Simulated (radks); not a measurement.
Task: Species: Ga2+. Configuration: [Ar] 3d10 4s1. Method: Dirac Kohn-Sham, PBE, spin-unpolarised, spherical densities, finite nucleus; Fermi nuclear charge, rms radius 3.9973 fm; computed with a radial shooting solver on a logarithmic mesh with Libxc functionals. Some entries of the table are withheld. Estimate them.

| orbital | occ. | eigenvalue (hartree) | <r> (bohr) |
|---|---|---|---|
| 1s1/2 | 2 | -376.5889 | 0.04860 |
| 2s1/2 | 2 | -47.11427 | 0.2176 |
| 2p1/2 | 2 | (1) | 0.1883 |
| 2p3/2 | 4 | (2) | 0.1918 |
| 3s1/2 | 2 | -6.18896 | (3) |
| 3p1/2 | 2 | (4) | 0.6719 |
| 3p3/2 | 4 | (5) | 0.6826 |
| 3d3/2 | 4 | (6) | (7) |
| 3d5/2 | 6 | (8) | (9) |
| 4s1/2 | 1 | -0.95794 | 2.077 |

Result: 
(1) 2p1/2 eigenvalue (hartree): -41.79276
(2) 2p3/2 eigenvalue (hartree): -40.77632
(3) 3s1/2 <r> (bohr): 0.6518
(4) 3p1/2 eigenvalue (hartree): -4.46898
(5) 3p3/2 eigenvalue (hartree): -4.33585
(6) 3d3/2 eigenvalue (hartree): -1.45649
(7) 3d3/2 <r> (bohr): 0.7946
(8) 3d5/2 eigenvalue (hartree): -1.43936
(9) 3d5/2 <r> (bohr): 0.8004
